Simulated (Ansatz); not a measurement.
System: sum formula H5SiN2O2, net charge 0, doublet state. It need not be the lowest isomer of its formula. 
Geometry from a B3LYP-D3(BJ)/def2-TZVP (Ansatz, a program for electronic structure) optimisation:
```xyz
10

N     -0.9223    -1.3467     0.5034
Si     0.0324    -0.0512    -0.0345
N     -0.5945     1.5363     0.2359
O      0.0670    -0.0459    -1.6552
O      1.4458    -0.0205     0.7991
H     -0.8846    -1.7230     1.4354
H     -1.6514    -1.7478    -0.0612
H     -1.5094     1.7870    -0.1073
H      0.0303     2.3294     0.2566
H      2.0763    -0.7247     0.6328
```
Charge 0, spin multiplicity 2.

Dipole moments at this geometry, in debye (magnitudes).

| level | program | dipole (D) |
|---|---|---|
| BLYP/def2-TZVPD | Ansatz | 2.65 |
| PBE0/def2-TZVPD | Ansatz | 2.01 |
| r2SCAN0/def2-TZVPD | Ansatz | 1.83 |
| LC-wPBE/def2-TZVPD | Ansatz | ? |
| CCSD(T)/aug-cc-pV(D+d)Z | Ansatz | ? |

Fill in the missing entries.


- LC-wPBE/def2-TZVPD, dipole (D): 1.69
- CCSD(T)/aug-cc-pV(D+d)Z, dipole (D): 1.77
